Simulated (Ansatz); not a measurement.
Steps of a relaxation of `[F][GeH2][CH2][SiH3]` with RKS PBE0-D4/def2-TZVP.

```sh
$ ansatz run in.yaml --threads 4 --pin off --events-out ev --progress --plain --max-ram 10444MiB
```

```yaml
crystal:
  periodic: [false, false, false]
  atoms:
    - {symbol: F, position_ang: [-1.783477, 1.663504, 0.368654]}
    - {symbol: Ge, position_ang: [-0.030105, 1.542012, 0.545211]}
    - {symbol: C, position_ang: [0.398216, -0.368338, 0.624978]}
    - {symbol: Si, position_ang: [-0.109338, -1.345124, -0.919246]}
    - {symbol: H, position_ang: [0.576309, 2.223750, -0.710318]}
    - {symbol: H, position_ang: [0.325062, 2.293469, 1.856546]}
    - {symbol: H, position_ang: [1.497386, -0.454374, 0.770229]}
    - {symbol: H, position_ang: [-0.087624, -0.792895, 1.528157]}
    - {symbol: H, position_ang: [-1.593803, -1.261509, -1.133582]}
    - {symbol: H, position_ang: [0.585750, -0.766083, -2.123396]}
    - {symbol: H, position_ang: [0.287025, -2.791611, -0.786732]}
basis:
  gaussian: {orbitals: def2-TZVP}
hamiltonian: {xc: pbe0, dispersion: d4}
relax: {f_tol: 0.005, max_steps: 150}
```

Positions (Å) and forces (eV/Å) along the path, 13 of 15 steps:

```xyz
11
step=1 energy=-68252.4318 eV
F    -1.783    1.664    0.369    0.554   -0.036    0.064
Ge   -0.030    1.542    0.545   -0.202   -0.094   -0.037
C     0.398   -0.368    0.625    0.081   -0.140    0.166
Si   -0.109   -1.345   -0.919    0.002    0.046    0.026
H     0.576    2.224   -0.710   -0.129   -0.079    0.212
H     0.325    2.293    1.857   -0.107   -0.100   -0.225
H     1.497   -0.454    0.770   -0.524    0.040   -0.075
H    -0.088   -0.793    1.528    0.226    0.199   -0.436
H    -1.594   -1.262   -1.134    0.319   -0.026    0.059
H     0.586   -0.766   -2.123   -0.143   -0.124    0.262
H     0.287   -2.792   -0.787   -0.078    0.313   -0.015
11
step=2 energy=-68252.4649 eV
F    -1.759    1.650    0.370    0.211   -0.023    0.013
Ge   -0.017    1.531    0.542   -0.212   -0.047   -0.006
C     0.395   -0.370    0.619    0.045   -0.028    0.007
Si   -0.111   -1.338   -0.916    0.022    0.048    0.071
H     0.569    2.227   -0.699    0.003   -0.019    0.020
H     0.312    2.288    1.840    0.004   -0.020   -0.014
H     1.481   -0.461    0.763   -0.149   -0.011   -0.025
H    -0.090   -0.789    1.510    0.060    0.069   -0.123
H    -1.582   -1.261   -1.122    0.075   -0.008    0.008
H     0.580   -0.765   -2.107   -0.042   -0.031    0.055
H     0.287   -2.769   -0.779   -0.018    0.070   -0.006
11
step=3 energy=-68252.4682 eV
F    -1.754    1.637    0.358    0.043    0.002    0.011
Ge   -0.019    1.528    0.542   -0.036   -0.005   -0.026
C     0.397   -0.366    0.615   -0.007   -0.006   -0.023
Si   -0.111   -1.332   -0.910    0.005    0.011    0.022
H     0.575    2.219   -0.695    0.009    0.018   -0.001
H     0.309    2.278    1.842   -0.008    0.007    0.006
H     1.478   -0.465    0.758    0.008    0.003    0.002
H    -0.088   -0.779    1.503   -0.009   -0.019    0.019
H    -1.579   -1.258   -1.115   -0.013   -0.002    0.002
H     0.571   -0.762   -2.103    0.003    0.003   -0.013
H     0.287   -2.757   -0.774    0.005   -0.011    0.000
11
step=4 energy=-68252.4684 eV
F    -1.751    1.640    0.357   -0.003    0.000   -0.005
Ge   -0.018    1.528    0.540   -0.002    0.007    0.004
C     0.396   -0.366    0.614    0.000    0.001   -0.012
Si   -0.112   -1.333   -0.910    0.000   -0.001    0.000
H     0.578    2.227   -0.692    0.005   -0.002    0.001
H     0.305    2.278    1.843    0.000   -0.001    0.005
H     1.477   -0.465    0.757    0.008    0.001    0.002
H    -0.088   -0.781    1.502   -0.004    0.000    0.006
H    -1.580   -1.262   -1.113   -0.005   -0.002    0.002
H     0.568   -0.763   -2.104   -0.002    0.001   -0.005
H     0.289   -2.759   -0.774    0.003   -0.004    0.001
11
step=5 energy=-68252.4690 eV
F    -1.743    1.648    0.328   -0.008    0.004   -0.003
Ge   -0.014    1.533    0.543   -0.001   -0.014   -0.019
C     0.397   -0.363    0.608    0.009   -0.004    0.026
Si   -0.117   -1.337   -0.909   -0.005    0.009   -0.009
H     0.606    2.240   -0.673    0.006    0.003    0.003
H     0.286    2.271    1.858    0.000   -0.001    0.004
H     1.478   -0.463    0.749    0.002    0.002   -0.008
H    -0.083   -0.777    1.499   -0.003   -0.001   -0.002
H    -1.589   -1.287   -1.095    0.000    0.000    0.005
H     0.541   -0.764   -2.114   -0.002    0.001    0.000
H     0.303   -2.758   -0.774    0.003    0.001    0.003
11
step=6 energy=-68252.4696 eV
F    -1.726    1.663    0.252    0.054    0.002    0.006
Ge   -0.006    1.539    0.544   -0.020    0.005   -0.027
C     0.400   -0.358    0.599    0.015   -0.009    0.063
Si   -0.131   -1.342   -0.905   -0.020   -0.001   -0.025
H     0.673    2.265   -0.631   -0.019   -0.016    0.030
H     0.239    2.251    1.886   -0.014   -0.005   -0.026
H     1.483   -0.460    0.732   -0.009    0.009   -0.022
H    -0.070   -0.773    1.496   -0.002    0.003   -0.017
H    -1.609   -1.336   -1.046    0.035    0.003    0.005
H     0.477   -0.755   -2.132   -0.014   -0.009    0.025
H     0.335   -2.751   -0.775   -0.006    0.018   -0.011
11
step=7 energy=-68252.4701 eV
F    -1.719    1.660    0.230    0.041    0.000    0.006
Ge   -0.003    1.537    0.544   -0.020    0.021   -0.028
C     0.403   -0.359    0.602    0.014   -0.011    0.056
Si   -0.134   -1.342   -0.902   -0.023    0.002   -0.033
H     0.688    2.263   -0.623   -0.013   -0.016    0.027
H     0.222    2.253    1.888   -0.010   -0.013   -0.026
H     1.487   -0.460    0.729   -0.006    0.005   -0.014
H    -0.064   -0.775    1.500    0.001    0.002   -0.013
H    -1.613   -1.340   -1.032    0.030    0.000    0.007
H     0.460   -0.746   -2.131   -0.009   -0.007    0.022
H     0.339   -2.748   -0.783   -0.005    0.018   -0.004
11
step=8 energy=-68252.4715 eV
F    -1.687    1.650    0.112    0.106   -0.008    0.021
Ge    0.007    1.530    0.539   -0.076    0.072    0.010
C     0.418   -0.364    0.613    0.003   -0.011   -0.008
Si   -0.154   -1.334   -0.888   -0.013   -0.018   -0.034
H     0.773    2.257   -0.582   -0.026   -0.019    0.046
H     0.136    2.245    1.899   -0.005   -0.028   -0.072
H     1.504   -0.461    0.710   -0.012   -0.006    0.005
H    -0.032   -0.783    1.518    0.011    0.005   -0.003
H    -1.637   -1.371   -0.955    0.041   -0.002    0.001
H     0.376   -0.698   -2.127   -0.019   -0.015    0.036
H     0.362   -2.729   -0.818   -0.012    0.031   -0.002
11
step=11 energy=-68252.4732 eV
F    -1.623    1.653   -0.049    0.048   -0.004    0.014
Ge    0.022    1.531    0.537   -0.007    0.008   -0.004
C     0.432   -0.364    0.613    0.000    0.007   -0.008
Si   -0.183   -1.333   -0.873   -0.005    0.000    0.000
H     0.888    2.279   -0.492   -0.022   -0.013    0.015
H     0.020    2.225    1.909   -0.008   -0.004   -0.017
H     1.521   -0.465    0.680   -0.005    0.009   -0.004
H     0.009   -0.782    1.530   -0.006   -0.001   -0.006
H    -1.663   -1.442   -0.852    0.024    0.003   -0.005
H     0.244   -0.656   -2.128   -0.011   -0.012    0.021
H     0.401   -2.703   -0.855   -0.008    0.008   -0.005
11
step=12 energy=-68252.4734 eV
F    -1.615    1.651   -0.061    0.023   -0.001    0.008
Ge    0.024    1.531    0.538   -0.023    0.002   -0.010
C     0.435   -0.364    0.613    0.008    0.002    0.002
Si   -0.185   -1.334   -0.871   -0.009    0.005   -0.009
H     0.894    2.280   -0.485   -0.006   -0.005    0.013
H     0.007    2.225    1.910    0.003   -0.005   -0.014
H     1.523   -0.464    0.677   -0.003    0.001   -0.002
H     0.013   -0.782    1.531   -0.001    0.000   -0.003
H    -1.664   -1.443   -0.845    0.012    0.001    0.002
H     0.234   -0.655   -2.127   -0.002   -0.006    0.010
H     0.400   -2.702   -0.859   -0.003    0.006    0.002
11
step=13 energy=-68252.4735 eV
F    -1.611    1.649   -0.070    0.005    0.000    0.002
Ge    0.025    1.530    0.538   -0.013   -0.001   -0.003
C     0.437   -0.364    0.612    0.006    0.002    0.002
Si   -0.187   -1.333   -0.870   -0.001    0.000   -0.002
H     0.898    2.283   -0.478    0.003   -0.001   -0.001
H    -0.001    2.223    1.910    0.000   -0.001    0.002
H     1.525   -0.464    0.674   -0.002   -0.001   -0.002
H     0.017   -0.783    1.531    0.000    0.000   -0.002
H    -1.665   -1.444   -0.840    0.002    0.002    0.001
H     0.228   -0.655   -2.127    0.000   -0.001    0.002
H     0.398   -2.701   -0.859   -0.001    0.001    0.000
11
step=14 energy=-68252.4735 eV
F    -1.604    1.648   -0.087    0.003    0.001    0.002
Ge    0.025    1.530    0.538   -0.003   -0.002   -0.003
C     0.440   -0.363    0.612    0.002   -0.002    0.003
Si   -0.190   -1.333   -0.868    0.000    0.001    0.001
H     0.910    2.285   -0.467    0.001    0.003   -0.001
H    -0.016    2.219    1.911   -0.001    0.001    0.001
H     1.529   -0.462    0.669   -0.001    0.000   -0.001
H     0.024   -0.783    1.531    0.001   -0.001    0.000
H    -1.668   -1.447   -0.829   -0.002    0.000    0.000
H     0.216   -0.653   -2.127    0.001   -0.001   -0.001
H     0.399   -2.699   -0.861    0.000   -0.001    0.000
11
step=15 energy=-68252.4735 eV
F    -1.599    1.648   -0.098    0.000    0.000   -0.001
Ge    0.026    1.530    0.537    0.000    0.004    0.003
C     0.442   -0.363    0.611    0.001   -0.001   -0.001
Si   -0.192   -1.332   -0.867    0.001   -0.002    0.000
H     0.916    2.289   -0.459   -0.001   -0.001    0.000
H    -0.026    2.216    1.912    0.000    0.000    0.000
H     1.531   -0.462    0.664    0.000    0.000    0.000
H     0.030   -0.784    1.531    0.001    0.001    0.000
H    -1.670   -1.447   -0.822   -0.002    0.000   -0.001
H     0.210   -0.653   -2.127    0.000    0.001   -0.001
H     0.397   -2.699   -0.861    0.000   -0.001    0.001
```

It took 27 s on 4 threads of an Intel Xeon 6975P-C on a shared host, with 0.53 GiB of host memory at the peak.
